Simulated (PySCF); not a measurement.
Level of theory: ωB97X-D3(BJ)/def2-TZVP // PBE0-D3(BJ)/def2-TZVP in PySCF. Gas-phase values, no solvent. Excitations are Tamm–Dancoff values on a coarser integration grid. The basis has no diffuse functions, so Rydberg states are missing or too high.

Reference species (SMILES): `FC1=CC=C[SiH2]1` (neutral, multiplicity 1).

The brightest of the four lowest singlets (TDA) is 4.66 eV and the T1 excitation (TDA) is 2.75 eV. The HOMO is -9.00 eV.

Changed species: `[SiH]1(F)C=CC=C1`.

Question: What does the change do to the brightest of the four lowest singlets (TDA), T1 excitation (TDA) and HOMO?

Answer: the brightest of the four lowest singlets (TDA) falls by 0.07 eV, to 4.59 eV; the T1 excitation (TDA) decreases by 0.02 eV, to 2.73 eV; the HOMO drops by 0.37 eV, to -9.37 eV.
